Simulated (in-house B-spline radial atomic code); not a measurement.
Configurations of Ce IV (Ce3+), with energies counted from [Xe] 4f1. Computed with an all-electron radial atomic-structure program (B-spline basis): scalar-relativistic (X2C) CAM-B3LYP, spin-polarised, spherical fractional occupations, exact exchange averaged over the configuration, Fermi nucleus of rms radius 4.8771 fm. Shells without spins written out take the highest spin.

Occupations are held fixed; configurations that lie above the ionisation limit could autoionise.

```tsv
configuration	E - E(ref) (eV)	highest orbital	its <r> (bohr)
[Xe] 6s1	11.125	6s up	3.259
[Xe] 6d1	22.532	6d up	4.915
[Xe] 5f1	23.298	5f up	4.221
[Kr] 4d9 4f1 5s2 5p6 6s1	117.84	6s up	3.244
[Kr] 4d9 4f1 5s2 5p6 6d1	129.31	6d up	4.888
```

**Question.** Order these further configurations by energy, lowest first.
A. [Kr] 4d10 4f1 5s2 5p5 6s1
B. [Xe] 6p1
C. [Kr] 4d10 4f1 5s2 5p5 6p1
D. [Xe] 5d1
E. [Kr] 4d9 4f1 5s2 5p6 5d1

**Answer.** D (6.9889 eV), B (16.044 eV), A (25.576 eV), C (30.448 eV), E (113.53 eV).

**Question.** How far above the reference does [Kr] 4d10 4f1 5s2 5p5 6d1 lie?

**Answer.** 36.856 eV; its least bound orbital is 6d up with <r> = 4.964 bohr.
